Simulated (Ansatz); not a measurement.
Stepwise reaction of `[F][Ge]([F])([Cl])[Cl]` with hydrogen, as a gas-phase model of exchange steps in deposition or etching. ΔE in kJ/mol; ΔG adds harmonic PBE0-D4 terms to CCSD(T)/CBS, at 1 bar.

Computed with Ansatz on PBE0-D4/def2-TZVP structures; ΔE is electronic, products minus reactants. CBS: MP2 limit from def2 TZ/QZ plus the TZ coupled-cluster correction, frozen cores. This one scheme is used for every species. DFT in def2-TZVPP. B3LYP here is the variant with VWN-RPA as its local correlation; programs differ in this. For Ge outer-core shells are correlated without core-valence functions, which leaves a few kJ/mol of doubt a bond. Scalar relativity is left out up to krypton.

```json
{"step": "1", "reaction": "`[F][Ge]([F])([Cl])[Cl]` + H₂ → `[F][GeH]([F])[Cl]` + HCl", "PBE-D4": "42.2", "B3LYP-D4": "40.9", "ωB97M-V": "41.1", "CCSD(T)/CBS": "39.2", "ΔG(600 K)": "27.4"}
```

Give the row of step 2, `[F][GeH]([F])[Cl]` + H₂ → `[F][GeH2][F]` + HCl. (An estimate is asked.)

Ansatz gave: 
| step | reaction | PBE-D4 | B3LYP-D4 | ωB97M-V | CCSD(T)/CBS | ΔG(600 K) |
| --- | --- | --- | --- | --- | --- | --- |
| 2 | `[F][GeH]([F])[Cl]` + H₂ → `[F][GeH2][F]` + HCl | 57.0 | 55.2 | 55.8 | 54.0 | 49.6 |

By hand: ΔE of the 2 steps together at CCSD(T)/CBS.

(39.2) + (54.0) = 93.2 kJ/mol, or 46.6 kJ/mol a step.

In ΔE each step is higher than the one before. All are uphill at CCSD(T)/CBS. ΔG lies between 27.4 and 49.6 kJ/mol a step. PBE-D4 differs from CCSD(T)/CBS by 3.0 to 3.0 kJ/mol a step. Isolated molecules leave out the surface, adducts and barriers. Largest T1 diagnostic: 0.012.
